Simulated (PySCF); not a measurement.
**Chromium: a sound run and one with changed settings**

Sound run: Cr [Ar] 3d5 4s1, Cr+ [Ar] 3d5. Calculation: PySCF 2.14, in 6-31G*; no relativity, point nucleus. In the sound run the correlated levels freeze [Ar]. The sound run starts from symmetry-adapted Hartree-Fock orbitals and uses a fine grid where one is needed.

A second run was set up differently.

```json
{"species": "Cr", "method": "UHF", "sound run (hartree)": "-1043.18943", "changed run (hartree)": "-1043.18943", "converged": "yes"}
{"species": "Cr", "method": "BP86", "sound run (hartree)": "-1044.38847", "changed run (hartree)": "-1044.38847", "converged": "yes"}
{"species": "Cr", "method": "TPSS", "sound run (hartree)": "-1044.27852", "changed run (hartree)": "-1044.27852", "converged": "yes"}
{"species": "Cr", "method": "MP2", "sound run (hartree)": "-1043.24531", "changed run (hartree)": "-1043.24531", "converged": "yes"}
{"species": "Cr+", "method": "UHF", "sound run (hartree)": "-1042.98882", "changed run (hartree)": "-1042.97846", "converged": "no"}
{"species": "Cr+", "method": "BP86", "sound run (hartree)": "-1044.15507", "changed run (hartree)": "-1044.08330", "converged": "no"}
{"species": "Cr+", "method": "TPSS", "sound run (hartree)": "-1044.05290", "changed run (hartree)": "-1044.05097", "converged": "no"}
```

Task: What was changed?
A. basis contracted for another Hamiltonian
B. level shift left on
C. too few SCF iterations
D. angular grid far too coarse

Result: C. It used initial guess minao, at most 8 SCF cycles. The SCF was stopped early; the energies are upper bounds that still move, and correlated levels were skipped or rest on poor orbitals.
